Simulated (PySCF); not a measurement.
Ligand exchange on a metal centre used in film growth or etching (W OH-NH2). Gas-phase values, no solvent. One relaxed conformer stands for each flexible species; it need not be the lowest.

Computed with PBE-D3(BJ)/def2-TZVP // PBE-D3(BJ)/def2-SVP run with PySCF. All candidates: neutral, multiplicity 1. 

```
Item              Value
-------------  --------
LUMO           -2.68 eV
HOMO           -5.35 eV
HOMO–LUMO gap   2.67 eV
```

### Question
Which member has these values?
A) [W(OH)4(NH2)2]
B) [W(OH)2(NH2)4]
C) [W(OH)(NH2)5]
D) [W(NH2)6]

### Answer
B, [W(OH)2(NH2)4]. The others give [W(OH)(NH2)5]: -2.17 eV, -5.15 eV, 2.98 eV; [W(NH2)6]: -1.92 eV, -4.92 eV, 3.00 eV; [W(OH)4(NH2)2]: -2.91 eV, -6.08 eV, 3.17 eV
